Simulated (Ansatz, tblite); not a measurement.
Removing an electron: B(NH2tBu)Me3 (C7H20BN). The state is a singlet with charge 0. Geometry: r2SCAN-D4/def2-SVP. Ansatz, gas phase; energy differences of separate SCF runs; the oxidised species was run as a doublet alone.

```xyz
29

B    -0.890    0.941    0.691
N     0.067   -0.476    0.539
C     0.884   -0.979   -0.622
C     1.554   -2.285   -0.174
C    -0.036   -1.248   -1.809
C     1.947    0.057   -0.979
H     0.694   -0.404    1.347
H    -0.592   -1.218    0.794
H     2.216   -2.118    0.692
H     2.166   -2.703   -0.987
H     0.803   -3.044    0.105
H    -0.845   -1.948   -1.540
H    -0.496   -0.322   -2.177
H     0.543   -1.701   -2.628
H     1.492    0.982   -1.353
H     2.570    0.310   -0.106
H     2.608   -0.350   -1.760
C    -2.090    0.903   -0.399
H    -2.629   -0.062   -0.448
H    -1.790    1.166   -1.429
H    -2.845    1.654   -0.106
C     0.065    2.247    0.589
H    -0.497    3.116    0.976
H     0.374    2.522   -0.435
H     0.984    2.187    1.205
C    -1.446    0.720    2.210
H    -0.650    0.685    2.980
H    -2.060   -0.195    2.336
H    -2.100    1.564    2.490
```

The xTB rows come from tblite. LC-ωPBE has ω = 0.4 bohr⁻¹.

Question: Estimate orbital energies and vertical ionisation energies at: GFN1-xTB; GFN2-xTB; PBE0-D4/def2-TZVP; LC-ωPBE/def2-TZVP.

Answer: 
| level | −HOMO (eV) | vertical IE (eV) | −LUMO (eV) | HOMO–LUMO gap (eV) |
| --- | --- | --- | --- | --- |
| GFN1-xTB | 11.15 | 14.00 | 4.14 | 7.01 |
| GFN2-xTB | 9.67 | 12.53 | 1.60 | 8.07 |
| PBE0-D4/def2-TZVP | 7.25 | 9.12 | -0.21 | 7.45 |
| LC-ωPBE/def2-TZVP | 9.97 | 9.36 | -2.29 | 12.26 |

Relaxing the oxidised species (r2SCAN-D4/def2-SVP) changes its energy by -1.13 eV at PBE0-D4/def2-TZVP, so the adiabatic ionisation energy to this nearest minimum is 7.99 eV. On the way the bond B1–C26 breaks.  Run but left out: PBE-D4/def2-TZVP (charge +1 doublet: an occupied level 0.09 eV above an empty one).  Raw xTB energy differences between charge states are shifted by several eV; the methods need an empirical correction for them.
